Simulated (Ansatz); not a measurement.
Ansatz (a program for electronic structure) input (PBE0/def2-TZVP):

Ansatz 0.2 input:
```yaml
crystal:
  periodic: [false, false, false]
  atoms:
    - {symbol: In, position_ang: [0.00159931, 0.17590734, -0.07020517]}
    - {symbol: F, position_ang: [-1.01139460, -1.50660082, 0.36526912]}
    - {symbol: F, position_ang: [0.01735285, 1.90863551, -0.76174243]}
    - {symbol: F, position_ang: [0.98533441, -1.35975244, 0.77870148]}
basis:
  gaussian:
    orbitals: def2-TZVP
hamiltonian:
  xc: {name: PBE0}
total_charge: 1
magnetization: {spin_polarized: true, initial_magnetization: 1}
```

Output:

```
Functional definition: PBE0
integrals: 0.05 GiB planned
949 factors; their error is unknown
mean field: 0.67 GiB planned
mean field evaluation 1: about -13296.0430 eV, gradient 6.7e1 eV
mean field evaluation 2: about -13218.6744 eV, gradient 1.6e2 eV
mean field evaluation 4: about -13309.1866 eV, gradient 1.2e1 eV
mean field evaluation 8: about -13309.6573 eV, gradient 1.8e-1 eV
mean field evaluation 16: about -13309.6574 eV, gradient 4.5e-4 eV
mean field -13309.65743061 eV, -489.1208889652 hartree, gradient 3.7e-5 eV, S^2 0.760936; 1 other end points of the search recorded, 0 dependent functions left out
reference -13309.65745404 eV, -489.1208898263 hartree; 24, 23 occupied and 119, 120 virtual orbitals, 949 factors
Total energy: -13309.65745404 eV, -489.1208898263 hartree
```
